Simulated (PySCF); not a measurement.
Input file for PySCF: R-B3LYP/6-311+G** on C3H6 (SMILES C=CC).

```python
from pyscf import gto, scf, dft, mp
from pyscf.data.elements import chemcore

mol = gto.M(
    atom='''
    C     0.12427243   -1.01156106    4.23752655
    C    -0.52054549    0.11574394    3.95960593
    C     0.12427981    1.43046115    3.66011680
    H     1.20751512   -1.04861730    4.27947602
    H    -0.40460381   -1.93402214    4.44072770
    H    -1.60705668    0.10213880    3.92955673
    H    -0.22426761    2.20256084    4.35167898
    H     1.21107224    1.36812152    3.73455666
    H    -0.13617607    1.75959089    2.65072075
    ''',
    basis='6-311+g**',
    charge=0, spin=0, verbose=3, max_memory=1800)
mf = dft.RKS(mol, xc='b3lyp')
mf.conv_tol = 1e-8
mf.max_cycle = 100
mf.kernel()
if not mf.converged:
    mf = mf.newton().run(mf.mo_coeff, mf.mo_occ)
```

Output:

```
converged SCF energy = -117.945500186469
```

The run converged.

Cost: roughly 6 core-seconds.
